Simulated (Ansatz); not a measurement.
Ge3O2. The state is a singlet with charge 0. Geometry B3LYP-D4/def2-SVP.

Cartesian coordinates in Å:
```
Ge -0.6541 -0.0349 1.8081
Ge -0.7086 -0.2845 -1.4905
Ge 1.7765 0.4861 0.5532
O 0.9921 0.1738 -1.0545
O -1.4060 -0.3406 0.1837
```

LC-ωPBE has ω = 0.4 bohr⁻¹. The restricted singlet is unstable towards broken spin symmetry in Hartree–Fock (as tested in another run); at PBE-D4/def2-TZVP, r2SCAN-D4/def2-TZVP, PBE0-D4/def2-TZVP, LC-ωPBE/def2-TZVP and others this wasn't settled. Another isomer (singlet) lies 0.25 eV lower at PBE0-D4/def2-TZVP; other spin states weren't run for this one.

**Question.** Estimate the orbital energies around the gap (eV) in Ansatz with PBE-D4/def2-TZVP, r2SCAN-D4/def2-TZVP, PBE0-D4/def2-TZVP, LC-ωPBE/def2-TZVP, ωB97X-V/def2-TZVP.

**Answer.** 
| orbital | PBE-D4/def2-TZVP | r2SCAN-D4/def2-TZVP | PBE0-D4/def2-TZVP | LC-ωPBE/def2-TZVP | ωB97X-V/def2-TZVP |
| --- | --- | --- | --- | --- | --- |
| HOMO−9 | -13.65 | -14.12 | -15.39 | -18.72 | -18.16 |
| HOMO−8 | -11.83 | -12.27 | -13.46 | -16.51 | -16.06 |
| HOMO−7 | -11.00 | -11.46 | -12.61 | -15.75 | -15.30 |
| HOMO−6 | -8.73 | -9.12 | -10.19 | -13.11 | -12.71 |
| HOMO−5 | -8.32 | -8.72 | -9.81 | -12.72 | -12.33 |
| HOMO−4 | -7.83 | -8.20 | -9.26 | -12.06 | -11.69 |
| HOMO−3 | -7.72 | -8.04 | -9.03 | -11.72 | -11.39 |
| HOMO−2 | -7.17 | -7.56 | -8.59 | -11.29 | -10.93 |
| HOMO−1 | -6.77 | -7.06 | -7.82 | -10.33 | -10.01 |
| HOMO | -4.03 | -4.25 | -4.89 | -7.12 | -6.82 |
| LUMO | -4.02 | -4.03 | -3.25 | -1.13 | -1.21 |
| LUMO+1 | -2.51 | -2.44 | -1.66 | 0.58 | 0.47 |
| LUMO+2 | -2.36 | -2.27 | -1.49 | 0.75 | 0.65 |
| LUMO+3 | -0.80 | -0.58 | -0.03 | 2.07 | 1.93 |
| LUMO+4 | -0.58 | -0.37 | 0.21 | 2.22 | 2.14 |
| LUMO+5 | -0.07 | 0.14 | 0.65 | 2.63 | 2.51 |
